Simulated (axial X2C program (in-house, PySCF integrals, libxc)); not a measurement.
**Photoelectron levels of TeBr⁻ by EOM-IP-CCSD**

Computed with an axial X2C code built on PySCF integrals: two-component X2C with atomic mean-field Coulomb and Gaunt terms, Gaussian nuclei, basis Te dyall-acv3z, Br dyall-acv3z with contracted cores.

R = 2.842 Å (1.090 times 2.607 Å, the PBE0 minimum at charge -1 for the lowest determinant).

Vertical detachment energies of TeBr⁻ to the states of TeBr:

```csv
Ω of TeBr,vertical detachment energy (eV),above lowest (cm⁻¹),ionised spinor,one-hole weight
3/2,2.837,0,"87% Te pπ, 7% Br pπ",0.93
1/2,3.327,3954,"81% Te pπ, 8% Br pπ",0.93
3/2,5.240,19384,"89% Br pπ, 7% Te pπ",0.91
1/2,5.545,21839,"84% Br pπ, 9% Te pπ",0.91
1/2,5.985,25395,"66% Br pσ, 21% Te pσ",0.86
```

Q: Take the first Ω = 1/2 and Ω = 3/2 rows of π character: how far apart are they, and which lies lower?

A: E(3/2) − E(1/2) = 0 − 3954 = -3954 cm⁻¹ at EOM-IP-CCSD: inverted, Ω = 3/2 lower. Splittings at this level can be off by ten to twenty per cent.

This point took 16 s on 1 thread of Arm Neoverse V1, on a shared host.

Reference electrons by ω block (each with its −ω partner): 1/2: 28, 3/2: 13, 5/2: 3. 14 electrons of TeBr⁻ correlated (inner shells frozen), 92 natural virtual spinors (a truncated set); levels can be off by some tenths of an eV. Roots sought by Ω: (1/2: 4, 3/2: 3, 5/2: 1); the list ends where they run out and leaves out roots under 60 % one-particle weight. The solver can skip a root, and states that need a further excitation, which the method places far too high, are missing though they may lie low or lowest. T1 of the reference 0.013 (Lee–Taylor). Number of frozen shells: Te 4 s, 3 p, 2 d; Br 3 s, 2 p, 1 d.
